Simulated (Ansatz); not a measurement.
Single points on CuPH3F⁻, that is Cu(PH3)F with one electron more.

```yaml
crystal:
  periodic: [false, false, false]
  atoms:
    - {symbol: Cu, position_ang: [0.000155, 0.007277, -1.448831]}
    - {symbol: P, position_ang: [-0.000056, -0.003203, 0.643392]}
    - {symbol: H, position_ang: [0.798204, -0.942632, 1.331529]}
    - {symbol: H, position_ang: [-1.209867, -0.230096, 1.334877]}
    - {symbol: H, position_ang: [0.411244, 1.152652, 1.342040]}
    - {symbol: F, position_ang: [0.000320, 0.016002, -3.203006]}
basis:
  gaussian: {orbitals: def2-TZVP, initial_orbitals: start.molden}
total_charge: -1
magnetization: {spin_polarized: true, initial_magnetization: 1}
hamiltonian: {xc: {name: LC-wPBE, parameters: {omega: 0.15/bohr}}}
scf: {omitted_lower_state_checks: [starts]}
output: {orbitals: {seedname: orbitals}}
```

The file start.molden holds the orbitals of an earlier run on this structure, at another level or in another basis.

```sh
$ ansatz run in.yaml --threads 4 --pin off --events-out ev --progress --plain --max-ram 3916MiB
```

It prints (some lines left out):

```
Functional definition: LC-wPBE
1011 factors; their error is unknown
111 factors; integrals over basis functions are off by at most 6.9e-6 eV
mean field evaluation 1: about -56684.0869 eV, gradient 2.9e1 eV
mean field evaluation 2: about -56685.5173 eV, gradient 1.3e0 eV
mean field evaluation 4: about -56685.5384 eV, gradient 1.4e-1 eV
mean field evaluation 8: about -56685.5742 eV, gradient 1.3e-1 eV
mean field evaluation 16: about -56685.5797 eV, gradient 7.5e-4 eV
mean field evaluation 32: about -56685.5796 eV, gradient 2.7e-5 eV
mean field -56685.57964179 eV, -2083.1566289698 hartree, gradient 9.2e-6 eV, S^2 0.753386; 0 other end points of the search recorded, 0 dependent functions left out
reference -56685.57964188 eV, -2083.1566289731 hartree; 29, 28 occupied and 102, 103 virtual orbitals, 1011 factors
Total energy: -56685.57964188 eV, -2083.1566289731 hartree
Checks for a lower state left out: starts
```

Run time 12 s (4 threads of Arm Neoverse V2 on a shared host).

Geometry: r2SCAN-D4/def2-TZVP, that of the neutral singlet.

The highest occupied level of the charge -1 doublet lies above zero (up to 1.65 eV). By energy differences it is unbound by 1.05 eV (vertical, to the charge 0 singlet, at LC-ωPBE (ω = 0.15 bohr⁻¹)/def2-TZVP) and held by the finite basis.
